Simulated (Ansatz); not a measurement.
The pair A = H2O (SMILES O) (first 3 atoms), B = ClH3Si (SMILES [SiH3]Cl); geometry from B3LYP-D3(BJ)/def2-TZVP.
(charge 0, multiplicity 1):
```xyz
8

O      0.096    -0.381     0.076
H      0.785    -0.954    -0.277
H      0.566     0.326     0.534
Si    -0.450    -0.941     3.207
Cl     0.933     0.614     3.126
H     -0.712    -1.185     4.640
H      0.152    -2.137     2.593
H     -1.680    -0.518     2.520
```

Cores are frozen in the correlated methods. MP2 and its Hartree–Fock in aug-cc-pV(Q+d)Z, aug-cc-pV(T+d)Z are density fitted.

The values were computed with Ansatz (Gaussian orbitals). 

The counterpoise-corrected interaction energy is E(AB) − E(A in the pair's basis) − E(B in the pair's basis). Total energies (hartree):

```
level                              AB  A in the pair's basis  B in the pair's basis
-----------------------  ------------  ---------------------  ---------------------
HF/aug-cc-pV(T+d)Z       -826.3241446            -76.0602063           -750.2629642
MP2/aug-cc-pV(T+d)Z      -826.9236008            -76.3292955           -750.5898792
HF/aug-cc-pV(Q+d)Z       -826.3361213            -76.0655041           -750.2696305
MP2/aug-cc-pV(Q+d)Z      -826.9786446            -76.3519170           -750.6220291
CCSD(T)/aug-cc-pV(T+d)Z  -826.9880710            -76.3426446           -750.6409753
```

**Question.** Work out the counterpoise-corrected interaction energy at the basis-set limit: extrapolate the MP2 correlation part as X⁻³, take Hartree–Fock from the larger set, and add the CCSD(T) − MP2 difference of aug-cc-pV(T+d)Z.

**Answer.** 
1. Differences (1 hartree = 627.509 kcal/mol): HF/aug-cc-pV(T+d)Z -0.611; MP2/aug-cc-pV(T+d)Z -2.777; HF/aug-cc-pV(Q+d)Z -0.619; MP2/aug-cc-pV(Q+d)Z -2.948; CCSD(T)/aug-cc-pV(T+d)Z -2.793.
2. Correlation parts, MP2 less HF: -2.166 in aug-cc-pV(T+d)Z (X = 3), -2.329 in aug-cc-pV(Q+d)Z (X = 4).
3. Limit (4³·(-2.329) − 3³·(-2.166))/(4³ − 3³) = -2.448; with HF/aug-cc-pV(Q+d)Z it gives -3.067.
4. CCSD(T) less MP2 in aug-cc-pV(T+d)Z: -0.016.
Result: -3.08 kcal/mol, against -2.78 at MP2/aug-cc-pV(T+d)Z. It is an estimate of this method's limit, not of the exact value.

Ansatz is a first-principles code.
